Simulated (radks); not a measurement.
Initial-state core-level shifts of the zirconium ion Zr3+ when its valence configuration changes from [Kr] 4d1. Method: non-relativistic Kohn-Sham, SCAN, spin-polarised, spherical densities, point nucleus; open shells are filled with parallel spins first (spin-orbit coupling, left out, can overturn this in heavy ions); meta-GGA in the generalised Kohn-Sham scheme; relativity is left out, which matters for an element this heavy; computed with a radial shooting solver on a logarithmic mesh with Libxc functionals. Shifts are changes of the shell-averaged eigenvalues in eV (positive: less bound); the change of the density at the nucleus, which sets a Mossbauer isomer shift, is in e/bohr^3, on a base of 4.45e+04.

valence          2s      2p      3s      4p  density at nucleus
5p1          -6.185  -6.165  -5.994  -4.837              +2.585
4d0.5 5p0.5  -3.090  -3.080  -3.001  -2.452              +1.243
5s0.5 5p0.5  -5.678  -5.660  -5.486  -4.378              +7.212
